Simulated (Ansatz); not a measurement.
```yaml
crystal:
  periodic: [false, false, false]
  atoms:
    - {symbol: Si, position_ang: [-2.131518, -1.065102, -0.325031]}
    - {symbol: Si, position_ang: [-1.195328, 0.585120, 1.977808]}
    - {symbol: Si, position_ang: [0.804729, -0.096880, -0.294479]}
    - {symbol: Si, position_ang: [2.656258, 0.599936, -1.386042]}
    - {symbol: O, position_ang: [-2.305017, -0.294216, 1.022163]}
    - {symbol: O, position_ang: [0.221093, 0.679884, 1.079628]}
    - {symbol: O, position_ang: [1.309429, 1.288502, -1.536169]}
    - {symbol: O, position_ang: [2.082640, -0.791155, -0.391314]}
    - {symbol: O, position_ang: [-1.481933, 1.189270, 3.310240]}
    - {symbol: O, position_ang: [-3.232977, -2.054414, -1.105935]}
    - {symbol: O, position_ang: [3.995960, 0.642962, -2.076806]}
    - {symbol: O, position_ang: [-0.542602, -0.836433, -1.002469]}
basis:
  gaussian: {orbitals: def2-mTZVP, point_charges: [{charge: 2.00, position_ang: [6.670, -0.003, -0.733]}]}
hamiltonian: {xc: {name: wB97X}}
output: {forces: true}
```

```sh
$ ansatz run in.yaml --threads 4 --pin off --events-out ev --progress --plain --max-ram 6963MiB
```

It prints (some lines left out):

```
Functional definition: wB97X
2108 factors; their error is unknown
715 factors; integrals over basis functions are off by at most 1.4e-5 eV
mean field evaluation 1: about -47869.6736 eV, gradient 1.3e2 eV
mean field evaluation 2: about -47831.3961 eV, gradient 1.9e2 eV
mean field evaluation 4: about -47898.9648 eV, gradient 8.2e0 eV
mean field evaluation 8: about -47899.0797 eV, gradient 2.6e-1 eV
mean field evaluation 16: about -47899.2720 eV, gradient 1.8e-3 eV
mean field -47899.27196943 eV, -1760.2657775840 hartree, gradient 7.3e-5 eV, S^2 0.000000; 0 other end points of the search recorded, 0 dependent functions left out
reference -47899.27191833 eV, -1760.2657757059 hartree; 60, 60 occupied and 220, 220 virtual orbitals, 2108 factors
Total energy: -47899.27191833 eV, -1760.2657757059 hartree
Atom 0 at    -2.131518    -1.065102    -0.325031 Å, force    -3.046091    -5.281938    -6.362020 eV/Å
Atom 1 at    -1.195328     0.585120     1.977808 Å, force    -0.529402    -0.704194    -1.882542 eV/Å
Atom 2 at     0.804729    -0.096880    -0.294479 Å, force   -14.015436     4.697270     0.395874 eV/Å
Atom 3 at     2.656258     0.599936    -1.386042 Å, force     2.000369    -2.439536    -0.864434 eV/Å
Atom 4 at    -2.305017    -0.294216     1.022163 Å, force     1.819247     2.117043     2.768839 eV/Å
Atom 5 at     0.221093     0.679884     1.079628 Å, force     0.359125    -1.168038    -0.721545 eV/Å
Atom 6 at     1.309429     1.288502    -1.536169 Å, force    -2.336718    -0.539861     2.035353 eV/Å
Atom 7 at     2.082640    -0.791155    -0.391314 Å, force     9.164339    -1.552850    -1.410270 eV/Å
Atom 8 at    -1.481933     1.189270     3.310240 Å, force     0.126505     0.215276     0.526412 eV/Å
Atom 9 at    -3.232977    -2.054414    -1.105935 Å, force     4.417589     3.944387     3.079664 eV/Å
Atom 10 at     3.995960     0.642962    -2.076806 Å, force     3.133887    -0.421938     1.294942 eV/Å
Atom 11 at    -0.542602    -0.836433    -1.002469 Å, force     0.394617     0.752291     2.189417 eV/Å
Dipole moment:    -1.022265     0.196764     0.581815 e Å
```

It took 27 s on 4 threads of Arm Neoverse V1 on a shared host, peak host memory 1.9 GiB.
